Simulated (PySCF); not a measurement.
Computed with TPSSh-D3(BJ)/def2-TZVP // r2SCAN-D4/def2-SVP (PySCF 2.14.0). All species are isolated molecules in the gas phase. One relaxed conformer stands for a flexible species; it need not be the lowest. 

Reference species: [Cd(Cl)2] (neutral, multiplicity 1).

* **coordination number**: 2
* **mean distance from the central atom to its bonded neighbours**: 2.276 Å

Changed species: [Cd(Cl)(OH)] (Y = OH; the reference has Y = Cl).

Problem. Predict the effect on the coordination number and mean distance from the central atom to its bonded neighbours.

Solution. the coordination number hardly moves; the mean distance from the central atom to its bonded neighbours falls by 0.156 Å, to 2.120 Å.
